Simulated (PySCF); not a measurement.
**Nuclear quadrupole coupling in `C=CN(C(C)C)[Si@H]([SiH3])Cl`**

C₅H₁₄ClNSi₂.
Geometry (GFN2-xTB, Å), atoms numbered from 1 in this order:
```
atom  x, y, z in Å
C1     0.7365    2.2554   -0.5164
C2    -0.1742    1.2985   -0.3856
N3    -0.0420    0.1334    0.3439
C4    -1.2474   -0.6744    0.5037
C5    -1.6785   -1.3002   -0.8237
C6    -2.3813    0.1230    1.1492
Si7    1.5330   -0.3523    0.9050
Si8    3.0472   -0.3841   -0.8489
Cl9    1.3368   -2.2203    1.7000
H10    1.6929    2.2278   -0.0270
H11    0.5313    3.1182   -1.1226
H12   -1.1256    1.4132   -0.8855
H13   -0.9869   -1.4860    1.1870
H14   -1.9562   -0.5397   -1.5498
H15   -0.8630   -1.8901   -1.2366
H16   -2.5336   -1.9516   -0.6627
H17   -3.1825   -0.5525    1.4384
H18   -2.7898    0.8666    0.4694
H19   -2.0172    0.6315    2.0390
H20    1.8613    0.4593    2.0906
H21    2.4244   -0.0643   -2.1362
H22    4.1064    0.6020   -0.6159
H23    3.7037   -1.6862   -1.0053
```

Field gradients from the PBE0/pcSseg-1 density (PySCF, non-relativistic), principal values in atomic units, ordered |Vxx| ≤ |Vyy| ≤ |Vzz|:

```tsv
atom	Vxx	Vyy	Vzz
N3	0.3179	0.6184	-0.9363
Cl9	-0.9307	-1.1851	2.1157
```

Q: Find the asymmetry η = (Vxx − Vyy)/Vzz and the couplings χ = eQV/h (234.96 MHz × Q in barn × V in au), with Q(14N) = 0.02044 b, Q(35Cl) = −0.0817 b.

A: 
| atom | environment | nucleus | η | χzz (MHz) | χxx (MHz) | χyy (MHz) |
| --- | --- | --- | --- | --- | --- | --- |
| N3 | silicon-bound nitrogen | 14N | 0.32 | -4.497 | 1.527 | 2.970 |
| Cl9 | silicon-bound chlorine | 35Cl | 0.12 | -40.62 | 17.87 | 22.75 |

Q: What is Vzz at N3 in SI units (1 au = 9.71736 × 10²¹ V/m²)?

A: -0.9363 au = -9.098 × 10²¹ V/m².

Were the hydrogens deuterons (Q(2H) = 0.00286 b), χzz would run from 102 kHz (H20) to 233 kHz (H11 and H10).

One conformer (not necessarily the lowest) at the GFN2-xTB geometry, without solvent, vibrations or thermal averaging. GFN2-xTB bond lengths can be off by several hundredths of an ångström, more for odd bonds, and the gradients follow them. These gradients aren't converged with respect to the basis.

These values come from a run that also computed NMR shieldings. Hardware: one thread of an Arm Neoverse N1, shared host. Cost: 2.0 min of wall time (grids of density and orbitals included), 1.1 GiB resident at most.
